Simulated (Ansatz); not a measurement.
Reaction (β-hydride elimination): `CO[SiH2]N[SiH2]O` → `O[SiH2]N[SiH3]` + `C=O`

Isolated molecules relaxed with PBE0-D4/def2-TZVP in Ansatz; ΔE leaves out vibrations. CCSD(T)/CBS adds triple-zeta CCSD(T) − MP2 to the extrapolated MP2 energy (def2 sets, frozen cores). This one scheme is used for every species. Functionals use def2-TZVPP. B3LYP here is the variant with VWN-RPA as its local correlation; programs differ in this. One conformer a species, not always the lowest.

CCSD(T)/CBS gives +215.6 kJ/mol.

(1) Another level gave +190.3 kJ/mol. Which?
A. SCS-MP2/def2-TZVPP
B. B3LYP/def2-TZVPP
C. PBE/def2-TZVPP
D. r2SCAN-D4/def2-TZVPP

Largest T1 diagnostic among the species: 0.015.

Answers

(1) B. B3LYP 190.3, PBE 195.0, SCS-MP2/def2-TZVPP 205.2, r2SCAN-D4 221.6 kJ/mol.

In def2-TZVPP, CCSD(T) changes the Hartree–Fock value by +20.5 kJ/mol (the triples alone add +0.2 kJ/mol) and MP2 by +30.5 kJ/mol. From PBE to PBE0 (25 % exact exchange), in def2-TZVPP and without D4, ΔE moves by +16.2 kJ/mol.
